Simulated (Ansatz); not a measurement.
Spectroscopic constants of TiAl, multiplicity 6 (lowest of 2S+1 = 2, 4, 6 at CCSD(T)/def2-TZVPP on PBE0 minima; our sources give no spin for the ground state, which may be another). No spin–orbit coupling. Ti is treated without relativity. The T1 diagnostic near the minimum is 0.090, so single-reference values are doubtful.

Seven points along R, fitted to fifth degree in 1/R; most abundant isotopes. In def2 and cc sets the state is the lowest found near the PBE0 minimum, followed along R.

Correlated levels freeze the inner cores; with def2 sets outer-core shells near the valence are correlated too.

Codes used: Ansatz (a quantum-chemistry and plane-wave program) with Gaussian orbitals. Each number belongs to the level named beside it.

```json
[
 {"level": "SVWN5/def2-TZVPP", "r_e (Å)": "2.490", "ω_e (cm⁻¹)": "316", "ω_e x_e (cm⁻¹)": "1.4", "dipole (D)": "1.92"},
 {"level": "PBE/def2-TZVPP", "r_e (Å)": "2.536", "ω_e (cm⁻¹)": "302", "ω_e x_e (cm⁻¹)": "1.4", "dipole (D)": "2.32"},
 {"level": "r2SCAN/def2-TZVPP", "r_e (Å)": "2.522", "ω_e (cm⁻¹)": "313", "ω_e x_e (cm⁻¹)": "1.4", "dipole (D)": "2.87"},
 {"level": "B97M-V/def2-TZVPP", "r_e (Å)": "2.547", "ω_e (cm⁻¹)": "304", "ω_e x_e (cm⁻¹)": "1.4", "dipole (D)": "2.26"},
 {"level": "B3LYP/def2-TZVPP", "r_e (Å)": "2.509", "ω_e (cm⁻¹)": "315", "ω_e x_e (cm⁻¹)": "1.4", "dipole (D)": "2.49"},
 {"level": "PBE0/def2-TZVPP", "r_e (Å)": "2.492", "ω_e (cm⁻¹)": "329", "ω_e x_e (cm⁻¹)": "1.3", "dipole (D)": "2.96"},
 {"level": "BHLYP/def2-TZVPP", "r_e (Å)": "2.591", "ω_e (cm⁻¹)": "…", "ω_e x_e (cm⁻¹)": "0.97", "dipole (D)": "3.16"},
 {"level": "CCSD(T)/def2-TZVPP", "r_e (Å)": "…", "ω_e (cm⁻¹)": "…", "ω_e x_e (cm⁻¹)": "1.5", "dipole (D)": "-"}
]
```

Problem. Some entries are withheld; supply them.

Solution. 
- CCSD(T)/def2-TZVPP, r_e (Å): 2.502
- CCSD(T)/def2-TZVPP, ω_e (cm⁻¹): 333
- BHLYP/def2-TZVPP, ω_e (cm⁻¹): 220

Doubts at one or more of the structures used: T1 above 0.05 (CCSD(T)/def2-TZVPP).
